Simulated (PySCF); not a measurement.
A side-by-side comparison of computed properties.

First species: C₅H₁₃FO₂Si₂.
Cartesian coordinates in Å at the GFN2-xTB level; atoms count from 1:
```
atom  x, y, z in Å
C1    -2.594    1.633    0.086
O2    -1.389    1.012    0.503
C3    -0.927    0.040   -0.286
O4    -1.529   -0.376   -1.255
C5     0.340   -0.579    0.141
Si6    0.774   -1.626   -1.406
Si7   -0.167   -1.663    1.634
C8     1.383    0.440    0.598
C9     1.868    1.344   -0.527
F10    0.826    2.054   -1.074
H11   -2.422    2.198   -0.832
H12   -3.364    0.881   -0.099
H13   -2.891    2.299    0.893
H14   -0.102   -2.786   -1.487
H15    0.744   -0.828   -2.624
H16    2.154   -2.087   -1.168
H17   -1.278   -2.538    1.272
H18    1.011   -2.446    2.013
H19   -0.558   -0.787    2.740
H20    2.257   -0.077    0.999
H21    0.962    1.067    1.388
H22    2.585    2.086   -0.158
H23    2.314    0.766   -1.343
```

Second species: C₆H₅NO₂.
Geometry (GFN2-xTB, Å), atoms numbered from 1 in this order:
```
atom  x, y, z in Å
C1     1.7523   -0.4654   -0.4925
C2     0.5330    0.2218   -0.0037
C3     0.4132    1.2252    0.8608
O4    -0.8893    1.6188    1.0847
C5    -1.7205    0.8613    0.3439
O6    -2.9036    0.9919    0.3121
C7    -0.8638   -0.1609   -0.4334
C8    -1.1969   -1.5058   -0.0305
N9    -1.4177   -2.5725    0.3111
H10    2.6349   -0.0578   -0.0083
H11    1.6906   -1.5336   -0.2853
H12    1.8511   -0.3414   -1.5709
H13    1.1575    1.7793    1.3995
H14   -1.0415   -0.0614   -1.5095
```

Levels: PBE0/pcSseg-1 for dipole moment, HOMO energy, LUMO energy and HOMO–LUMO gap; GFN2-xTB for rotational constant A and rotational constant C. Geometries: GFN2-xTB. All species are isolated and taken at one optimised geometry, non-relativistic unless stated. Electronic properties by PySCF.

The conformers computed, where there is a choice (atom-mapped SMILES and torsion angles):
- `[CH3:1][O:2][C:3](=[O:4])[C:5]([SiH3:6])([SiH3:7])[CH2:8][CH2:9][F:10]`: C1–O2–C3–O4 -5°, O2–C3–C5–Si6 -170°, C3–C5–C8–C9 -66°, C5–C8–C9–F10 60°

```tsv
property	column X	column Y
dipole moment	2.55 D	5.54 D
HOMO energy	-7.87 eV	-7.78 eV
LUMO energy	-0.01 eV	-1.27 eV
HOMO–LUMO gap	7.86 eV	6.51 eV
rotational constant A	1.008 GHz	2.126 GHz
rotational constant C	0.726 GHz	1.100 GHz
```

(1) Which column belongs to which species?

(2) How does each property change from the first species to the second?

Answers

(1) Column X is the first species and column Y the second. The first has 23 atoms and 96 electrons, the second 14 and 64.

(2) dipole moment +2.99 D; HOMO energy +0.09 eV; LUMO energy -1.26 eV; HOMO–LUMO gap -1.35 eV; rotational constant A +1.118 GHz; rotational constant C +0.374 GHz.

On the first: The dipole matches unit charges of opposite sign 0.53 Å apart (1 e·Å = 4.8032 D).

On the second: A dipole of 5.54 D is allowed in C1, and pure rotational transitions are dipole-allowed. In atomic units the dipole is 2.18 e·bohr (1 au = 2.5417 D).
